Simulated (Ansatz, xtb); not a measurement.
F4OSi2: 4 structures ranked

4 gas-phase structures of F4OSi2, found in a search over its isomers (lower ones may exist). Each was relaxed with GFN2-xTB:

A. `O=[Si](F)[Si](F)(F)F`, a singlet
B. `F[Si]O[Si](F)(F)F`, a singlet
C. `F[Si]1(F)O[Si]1(F)F`, a singlet
D. `O=[Si-](F)(F)[Si+](F)F`, a singlet

Q: Which do you expect lowest at r2SCAN-D4/def2-SVP//GFN2-xTB, and how would the others follow?

A: Calculated order at r2SCAN-D4/def2-SVP//GFN2-xTB: B (0.0), C (22.8), A (47.2), D (72.7) kcal/mol.

Energies above the lowest of each column, in kcal/mol; the last columns are at r2SCAN-D4/def2-SVP geometries and were run for some of them only (a dash: not run or not comparable):

```json
{"structure": "B", "GFN2-xTB": "0.0", "HF/STO-3G": "0.0", "r2SCAN-D4/def2-SVP//GFN2-xTB": "0.0", "r2SCAN-D4/def2-SVP": "0.0", "CCSD(T)/def2-SVP + ΔMP2/def2-TZVPP": "0.0"}
{"structure": "C", "GFN2-xTB": "43.4", "HF/STO-3G": "60.5", "r2SCAN-D4/def2-SVP//GFN2-xTB": "22.8", "r2SCAN-D4/def2-SVP": "23.6", "CCSD(T)/def2-SVP + ΔMP2/def2-TZVPP": "27.6"}
{"structure": "A", "GFN2-xTB": "10.5", "HF/STO-3G": "74.8", "r2SCAN-D4/def2-SVP//GFN2-xTB": "47.2", "r2SCAN-D4/def2-SVP": "45.2", "CCSD(T)/def2-SVP + ΔMP2/def2-TZVPP": "48.2"}
{"structure": "D", "GFN2-xTB": "35.4", "HF/STO-3G": "117.3", "r2SCAN-D4/def2-SVP//GFN2-xTB": "72.7", "r2SCAN-D4/def2-SVP": "–", "CCSD(T)/def2-SVP + ΔMP2/def2-TZVPP": "–"}
```

Every level run on B puts it lowest or level with the lowest. Some further structures that were screened fall inside this span and aren't listed. Flexible structures stand in one conformer each, not always the lowest. Frequencies (r2SCAN-D4/def2-SVP) were run for A, B, C alone. The ΔMP2 step shifts differences by up to 5.7 kcal/mol, which makes them less sure. ΔMP2 is the change of the MP2 energy from the smaller to the larger basis.

Over these structures GFN2-xTB departs from r2SCAN-D4/def2-SVP//GFN2-xTB by 23.7 kcal/mol on average once a common shift is removed. A GFN2-xTB relaxation took about 0.099 s and the r2SCAN-D4/def2-SVP//GFN2-xTB energy about 0.91 s on a shared host (Ansatz 0.2.0, xtb 6.7.1).
